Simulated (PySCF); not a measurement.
Coordinates in bohr (charge 0 multiplicity 1):
```
In    0.0000    0.0000    0.0000
F     3.6743    0.0000    0.0000
F    -1.8372    3.1820    0.0000
F    -1.8371   -3.1820    0.0000
```

All numbers come from BP86/[In def2-TZVP with ECP28, F def2-TZVP], scalar-relativistic core potentials, density fitting, no spin–orbit coupling, PySCF.

This geometry of InF₃ is a stationary point at this level.

Task: What is the point group?

Result: D3h.

Task: Is it a minimum?

Result: Yes: all harmonic wavenumbers are real.

Task: Which band is strongest in the infrared?

Result: 599 cm⁻¹ (e'), 173 km/mol.

Task: What are the dipole moment and the gap between the highest occupied and lowest empty levels?

Result: 0.00 D and 4.63 eV.

Task: Give the ideal-gas entropy at 298.15 K and 1 bar by parts.

Result: translation 173.0, rotation 94.9, vibration 43.8, spin 0.0; total 311.7 J/(mol K).
